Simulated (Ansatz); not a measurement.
`CO[SiH](Br)O[SiH3]`, relaxed with RKS PBE0-D4/def2-TZVP in Ansatz 0.2.0 from a GFN2-xTB geometry. The force threshold is 0.005 eV/Å; the program also tests the step.

The species carries charge 0 and has multiplicity 1.

Start:

```xyz
13

C     2.142   -1.342    0.907
O     0.874   -1.007    0.434
Si    0.427    0.283   -0.406
Br    1.017    2.089    0.697
O    -1.164    0.197   -0.469
Si   -2.662    0.819   -0.603
H     2.032   -2.178    1.596
H     2.601   -0.499    1.431
H     2.791   -1.637    0.079
H     0.988    0.385   -1.737
H    -3.106    1.121    0.753
H    -2.540    2.022   -1.425
H    -3.399   -0.253   -1.258
```

Question: How much energy does the relaxation release, and in how many steps? (Estimate.)

Answer: Ansatz gave: 13.94 kJ/mol, in 34 steps, 6 of them rejected.

Question: Which bonds change most? (An estimate is asked.)

Answer: Ansatz gave: Si3–Br4 from 2.197 to 2.227 Å; Si6–H11 from 1.458 to 1.484 Å; Si3–H10 from 1.448 to 1.473 Å; Si6–H13 from 1.457 to 1.482 Å.

Question: Give the relaxed structure. (Best estimate.)

Answer: Ansatz gave: 
```xyz
13

C     1.941   -1.261    1.019
O     0.741   -0.937    0.349
Si    0.531    0.291   -0.687
Br    1.144    2.191    0.300
O    -1.027    0.355   -1.082
Si   -2.525    0.740   -0.518
H     1.756   -2.147    1.627
H     2.259   -0.442    1.671
H     2.746   -1.483    0.311
H     1.347    0.147   -1.905
H    -2.570    0.604    0.959
H    -2.848    2.134   -0.904
H    -3.493   -0.193   -1.142
```
